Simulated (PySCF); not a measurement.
**Successive ionisation energies of bismuth**

Calculated with PySCF 2.14, two-component X2C-1e (Gaussian nucleus, no Breit or QED terms), each ion in its own even-tempered basis; GMP2 freezes the deep shells of the larger ions and drops the highest virtual spinors; eV.

```tsv
ion	configuration	GHF (spin-free)	GHF (screened spin-orbit)	GMP2 (screened spin-orbit)	NIST	kind
Bi⁶¹⁺	[Ar] 3d4	6588.0	6652.1	6652.9	6648 ± 12	theoretical
Bi⁶²⁺	[Ar] 3d3	6747.9	6809.0	6809.8	6804 ± 15	theoretical
Bi⁶³⁺	[Ar] 3d2	6909.5	6981.7	6981.4	6977 ± 19	theoretical
Bi⁶⁴⁺	[Ar] 3d1	7061.9	7141.0	7140.6	7137 ± 24	theoretical
Bi⁶⁵⁺	[Ar]	7760.6	7587.7	7588.8	7580 ± 30	theoretical
Bi⁶⁶⁺	[Ne] 3s2 3p5	7896.7	7726.3	7727.6	7720 ± 40	theoretical
Bi⁶⁷⁺	[Ne] 3s2 3p4	8033.6	7878.2	7878.9	7870 ± 40	theoretical
Bi⁶⁸⁺	[Ne] 3s2 3p3	8217.3	8019.1	8019.7	8010 ± 50	theoretical
Bi⁶⁹⁺	[Ne] 3s2 3p2	8356.1	8793.4	8795.1	8780 ± 50	theoretical
Bi⁷⁰⁺	[Ne] 3s2 3p1	8496.3	8958.2	8958.1	8950 ± 60	theoretical
Bi⁷¹⁺	[Ne] 3s2	9281.9	9280.5	9284.4	9270 ± 60	theoretical
Bi⁷²⁺	[Ne] 3s1	9437.0	9435.6	9436.4	9430 ± 70	theoretical
```
